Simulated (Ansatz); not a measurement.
## Nudged elastic band run: BrH₃InNS

Input:

```yaml
crystal:
  periodic: [false, false, false]
  atoms:
    - { symbol: "N", position_ang: [-1.001453, 1.423996, 0.109178] }
    - { symbol: In, position_ang: [0.124076, -0.216828, -0.146153] }
    - { symbol: S, position_ang: [1.97284, -0.879891, 1.186351] }
    - { symbol: Br, position_ang: [-0.267361, -1.537589, -2.19697] }
    - { symbol: H, position_ang: [-1.1316, 1.740492, 1.077605] }
    - { symbol: H, position_ang: [-1.905296, 1.403203, -0.37903] }
    - { symbol: H, position_ang: [2.208784, -1.933374, 0.34903] }
basis:
  gaussian: { orbitals: def2-SVP }
hamiltonian:
  xc: lda
neb:
  order_check: false
  images: 9
  f_tol: 0.05
  max_iterations: 60
  initial_path: idpp
  max_displacement: 0.02
  optimiser: lbfgs
  final_atoms:
    - { symbol: "N", position_ang: [-1.27665014, 1.1392136, 0.34006588] }
    - { symbol: In, position_ang: [0.10956409, -0.23157988, -0.13426899] }
    - { symbol: S, position_ang: [1.92444892, -0.9300438, 1.22629144] }
    - { symbol: Br, position_ang: [-0.25272028, -1.52488464, -2.207864] }
    - { symbol: H, position_ang: [-0.96557704, 1.91355406, 0.93865942] }
    - { symbol: H, position_ang: [-1.80942815, 1.50321833, -0.45945081] }
    - { symbol: H, position_ang: [2.2703526, -1.86946866, 0.29657806] }
```

Run as:

```bash
$ ansatz run input.yaml --threads 2 --pin off --max-ram 3072MiB --backend cpu --events-out ev --progress --plain --runs-dir out
```

Output, in part (warnings, iteration lines, the closing report on the highest movable image, with atoms numbered from 0):

```
NEB end point (image 0): max|allowed force component| = 3.168e-3 eV/Å (the criterion of neb.relax_end_points is 1.000e-2)
NEB end point (image 10): max|allowed force component| = 1.039e-2 eV/Å (the criterion of neb.relax_end_points is 1.000e-2)
NEB iter   1: max|band force component| = 4.295e-1 eV/Å  barrier→ = 0.0265 eV  barrier← = 0.0265 eV  CI = image 5  Δτ_max = 0.0082 Å  (319 SCF iters)
NEB iter   2: max|band force component| = 1.746e-1 eV/Å  barrier→ = 0.0236 eV  barrier← = 0.0236 eV  CI = image 5  Δτ_max = 0.0022 Å  (270 SCF iters)
NEB iter   3: max|band force component| = 1.110e-1 eV/Å  barrier→ = 0.0229 eV  barrier← = 0.0229 eV  CI = image 5  Δτ_max = 0.0084 Å  (206 SCF iters)
NEB iter   4: max|band force component| = 1.857e-1 eV/Å  barrier→ = 0.0219 eV  barrier← = 0.0219 eV  CI = image 5  Δτ_max = 0.0033 Å  (270 SCF iters)
NEB iter   5: max|band force component| = 1.062e-1 eV/Å  barrier→ = 0.0218 eV  barrier← = 0.0218 eV  CI = image 5  Δτ_max = 0.0008 Å  (214 SCF iters)
NEB iter   6: max|band force component| = 3.367e-2 eV/Å  barrier→ = 0.0218 eV  barrier← = 0.0218 eV  CI = image 5  Δτ_max = 0.0000 Å  (446 SCF iters)
Total energy: -87428.30627460 eV, -3212.9309945571 hartree
Atom 0 at    -1.196786     1.167911     0.275391 Å, force     0.009263    -0.005915     0.001460 eV/Å
Atom 1 at     0.141424    -0.229722    -0.155589 Å, force    -0.020679     0.016833     0.003833 eV/Å
Atom 2 at     2.054338    -0.791296     1.128004 Å, force    -0.008413    -0.000486    -0.010659 eV/Å
Atom 3 at    -0.227790    -1.509469    -2.232807 Å, force     0.002172     0.000050     0.001336 eV/Å
Atom 4 at    -1.154613     1.762307     1.105461 Å, force    -0.003216    -0.003333    -0.008201 eV/Å
Atom 5 at    -1.998798     1.349687    -0.331779 Å, force     0.001064     0.003471     0.005362 eV/Å
Atom 6 at     2.382215    -1.749409     0.211329 Å, force     0.019810    -0.010621     0.006868 eV/Å
Dipole moment:    -0.161098     0.294571     0.218146 e Å
```

The forces met the threshold. Another band between the same ends (9 images) ends at a top of the same energy, where a vibrational analysis finds 1 clearly imaginary mode.

Final band (atoms are numbered from 1 in the order of the input):

```json
{"image": "0", "path coordinate (Å)": "0.00", "energy (eV)": "0.000", "height of N1 over the plane of its neighbours (Å)": "-0.32"}
{"image": "1", "path coordinate (Å)": "0.07", "energy (eV)": "0.003", "height of N1 over the plane of its neighbours (Å)": "-0.25"}
{"image": "2", "path coordinate (Å)": "0.13", "energy (eV)": "0.009", "height of N1 over the plane of its neighbours (Å)": "-0.19"}
{"image": "3", "path coordinate (Å)": "0.19", "energy (eV)": "0.015", "height of N1 over the plane of its neighbours (Å)": "-0.13"}
{"image": "4", "path coordinate (Å)": "0.25", "energy (eV)": "0.020", "height of N1 over the plane of its neighbours (Å)": "-0.06"}
{"image": "5", "path coordinate (Å)": "0.30", "energy (eV)": "0.022", "height of N1 over the plane of its neighbours (Å)": "0.00"}
{"image": "6", "path coordinate (Å)": "0.36", "energy (eV)": "0.020", "height of N1 over the plane of its neighbours (Å)": "0.06"}
{"image": "7", "path coordinate (Å)": "0.42", "energy (eV)": "0.015", "height of N1 over the plane of its neighbours (Å)": "0.13"}
{"image": "8", "path coordinate (Å)": "0.47", "energy (eV)": "0.009", "height of N1 over the plane of its neighbours (Å)": "0.19"}
{"image": "9", "path coordinate (Å)": "0.54", "energy (eV)": "0.003", "height of N1 over the plane of its neighbours (Å)": "0.25"}
{"image": "10", "path coordinate (Å)": "0.61", "energy (eV)": "0.000", "height of N1 over the plane of its neighbours (Å)": "0.31"}
```

The run took 78 s on 2 threads of Arm Neoverse V1, with other jobs on the host, peak memory 0.15 GiB.
